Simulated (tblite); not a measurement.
Species: C₄H₈BFSi.
Atom-mapped SMILES: `[CH3:1][C:2]1=[CH:3][C@H:4]1[SiH2:5][BH:6][F:7]` (hydrogens: H8, H9, H10 on C1; H11 on C3; H12 on C4; H13, H14 on Si5; H15 on B6)

Computed with GFN2-xTB (tblite), gas phase: L-BFGS steps from a force-field or distance-geometry start until the largest atomic force falls under 0.01 eV/Å.

Geometry at step 6:
```
atom  x, y, z in Å
C1     -1.9077    1.0882   -0.1115
C2     -1.3101   -0.1937    0.2471
C3     -1.2836   -1.4812    0.3099
C4     -0.0762   -0.7901    0.8676
Si5     1.4624   -0.7708   -0.2512
B6      2.3835    0.9189   -0.0215
F7      1.7977    2.0842   -0.2636
H8     -1.2772    1.9175    0.1728
H9     -2.8612    1.1978    0.3899
H10    -2.0700    1.1447   -1.1812
H11    -1.6160   -2.4720    0.1462
H12     0.0190   -0.7249    1.9596
H13     0.9785   -0.9406   -1.6412
H14     2.2825   -1.9482    0.0856
H15     3.4741    0.9782    0.3846
```

Question: Give the atomic forces at this geometry.

Answer: 
```
atom  Fx (eV/Å)  Fy (eV/Å)  Fz (eV/Å)
  C1     -0.127      0.004     -0.004
  C2     -0.202      0.308      0.005
  C3     -0.234     -0.671      0.065
  C4      0.636      0.145      0.031
 Si5     -0.130     -0.223      0.082
  B6     -0.046      0.410     -0.027
  F7      0.158     -0.229      0.048
  H8      0.258      0.146      0.130
  H9     -0.298      0.056      0.056
 H10     -0.096     -0.051     -0.235
 H11     -0.301      0.001     -0.087
 H12      0.069     -0.032     -0.233
 H13     -0.008     -0.126      0.128
 H14     -0.023     -0.022     -0.076
 H15      0.342      0.282      0.117
```

The largest, 0.71 eV/Å, acts on C3; the rms over all components is 0.215 eV/Å. The forces sum to zero within rounding, as they must for an isolated molecule in no field.

Question: Give the force on C3 in Eh/bohr and in nN.

Answer: 0.714 eV/Å ÷ 51.422 = 0.01388 Eh/bohr, and 0.714 eV/Å × 1.602 = 1.14 nN.

Question: How far is this geometry from the end of the optimisation?

Answer: 0.137 eV above it, and 0.490 Å rms away after alignment. The bonds farthest from their final lengths, with half the difference of the two atoms' forces along the bond (positive lengthens):

| bond | now (Å) | final (Å) | force along bond (eV/Å) |
| --- | --- | --- | --- |
| Si5–B6 | 1.938 | 1.972 | +0.29 |
| C3–C4 | 1.499 | 1.515 | +0.53 |
| B6–H15 | 1.165 | 1.181 | +0.20 |
| C1–H8 | 1.080 | 1.091 | +0.18 |
| C2–C4 | 1.504 | 1.513 | +0.38 |
| Si5–H13 | 1.482 | 1.473 | -0.05 |

The angle farthest from its final value is C2–C4–Si5, 114.6° against 121.6°.

Of the 4 listed bonds off by 0.010 Å or more, this force points towards the final length in 4.

What follows is the cost of the whole relaxation. On one thread of an Arm Neoverse V1, shared host with 32 logical CPUs at a one-minute load of 24, this took 1.1 s of wall time.
